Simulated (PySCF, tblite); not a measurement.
Isomers of C6H13ClO2Si, one GFN2-xTB conformer each. Single-point energies are computed at PBE0/pcSseg-1 (PySCF, gas phase, no added dispersion term), electronic only.

Question: Rank them by PBE0/pcSseg-1 energy, lowest first (kJ/mol).
A. `[CH3:1][O:2][CH2:3][C@@H:4]1[CH2:5][C@:6]1([Cl:7])[CH2:8][O:9][SiH3:10]` with C1–O2–C3–C4 -176°, O2–C3–C4–C5 143°, C5–C6–C8–O9 -17°, C6–C8–O9–Si10 -170°
B. `[OH:1][Si@@H:2]1[CH2:3][CH2:4][C@H:5]([O:6][CH2:7][CH2:8][Cl:9])[CH2:10]1` with H–O1–Si2–C3 50°, C4–C5–O6–C7 66°, C5–O6–C7–C8 175°, O6–C7–C8–Cl9 64°, O1–Si2–C3–C4 -119°, Si2–C3–C4–C5 28°, C3–C4–C5–O6 59°, C4–C5–C10–Si2 50°
C. `[CH3:1][CH2:2][O:3][C@@H:4]1[CH2:5][C@@:6]1([Cl:7])[CH2:8][O:9][SiH3:10]` with C1–C2–O3–C4 -178°, C2–O3–C4–C5 154°, C5–C6–C8–O9 38°, C6–C8–O9–Si10 -176°
D. `[CH3:1][CH:2]([CH3:3])[C@@H:4]1[CH2:5][O:6][CH2:7][Si@H:8]([Cl:9])[O:10]1` with C1–C2–C4–C5 179°, C2–C4–C5–O6 180°, C4–C5–O6–C7 75°, C5–O6–C7–Si8 -59°, O6–C7–Si8–Cl9 149°

Answer: D (0.0), B (66.2), C (277.7), A (291.2).

As drawn, the lowest has an Si–C bond, which the highest lacks; the highest has a three-membered ring, which the lowest lacks. GFN2-xTB itself gives, in the same order: 0.0, 146.2, 183.9, 188.5. Both levels put the same isomer lowest; measured from each level's own lowest isomer, the values differ by up to 102.7 kJ/mol (COC[C@@H]1C[C@]1(Cl)CO[SiH3]: 188.5 against 291.2).

Q: Which frontier levels, dipoles and rotational constants go with these structures?

A: 
| SMILES | HOMO (eV, PBE0/pcSseg-1) | LUMO (eV) | dipole (D) | A, B, C (MHz) |
| --- | --- | --- | --- | --- |
| CC(C)[C@@H]1COC[Si@H](Cl)O1 | -6.99 | 0.54 | 1.50 | 1511, 638.9, 485.6 |
| O[Si@@H]1CC[C@H](OCCCl)C1 | -7.52 | 0.68 | 4.38 | 1420, 716.4, 581.4 |
| CCO[C@@H]1C[C@@]1(Cl)CO[SiH3] | -7.02 | 0.09 | 2.19 | 1542, 480.6, 421.1 |
| COC[C@@H]1C[C@]1(Cl)CO[SiH3] | -7.31 | 0.13 | 2.56 | 1003, 720.9, 504.6 |

Q: What happens when harmonic zero-point energies from GFN2-xTB frequencies are added?

A: 
```csv
SMILES,ZPE (kJ/mol),electronic (kJ/mol),with ZPE (kJ/mol)
CC(C)[C@@H]1COC[Si@H](Cl)O1,485.0,0.0,0.0
O[Si@@H]1CC[C@H](OCCCl)C1,480.0,66.2,61.2
CCO[C@@H]1C[C@@]1(Cl)CO[SiH3],462.1,277.7,254.8
COC[C@@H]1C[C@]1(Cl)CO[SiH3],462.7,291.2,268.9
```

The zero-point energies span 22.9 kJ/mol. The order is unchanged.

Q: As an exercise, what shares would exp(−E/RT) give at 2000 K from these electronic energies alone (no entropy, no degeneracies)?

A: RT = 16.629 kJ/mol: CC(C)[C@@H]1COC[Si@H](Cl)O1 98.2 %, O[Si@@H]1CC[C@H](OCCCl)C1 1.8 %, CCO[C@@H]1C[C@@]1(Cl)CO[SiH3] under 0.1 %, COC[C@@H]1C[C@]1(Cl)CO[SiH3] under 0.1 %.
